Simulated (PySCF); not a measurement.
# How methods differ on the ionisation energy of Hf⁵⁶⁺

Hf⁵⁶⁺ [Ne] 3s2 3p4 (3P) → Hf⁵⁷⁺ [Ne] 3s2 3p3 (4S), as a difference of total energies. All numbers are calculated (PySCF 2.14, the spin-free X2C one-electron Hamiltonian (Gaussian nucleus), in an uncontracted even-tempered set (17 s from 14 bohr⁻², ratio 2.5; 12 p from 18 bohr⁻², ratio 2.5; 4 d from 74 bohr⁻², ratio 2.7; 4 f from 110 bohr⁻², ratio 2.7)). Correlated levels: outer shells: 1s2 frozen; virtual orbitals above 40 to 60 times the deepest correlated orbital energy dropped. The calculations carry no spin-orbit coupling.

| method | ionisation energy (eV) |
| --- | --- |
| UHF | 5677.8 |
| MP2 (outer shells) | 5679.0 |
| SCS-MP2 (outer shells) | 5679.0 |
| CCSD (outer shells) | 5679.0 |
| CCSD(T) (outer shells) | 5679.0 |

Spin-orbit coupling is strong in these open shells (close to jj coupling). The scalar numbers leave it out and a first-order estimate fails, so it can dominate the gap to the real levels.

The ground level that NIST lists for one species does not belong to the high-spin term computed here, so part of any gap is the choice of state.

Breit and QED terms and the two-electron picture change are absent.

For comparison: 5595 ± 5 eV (theoretical estimate listed by NIST; NIST Atomic Spectra Database, ionization energies).
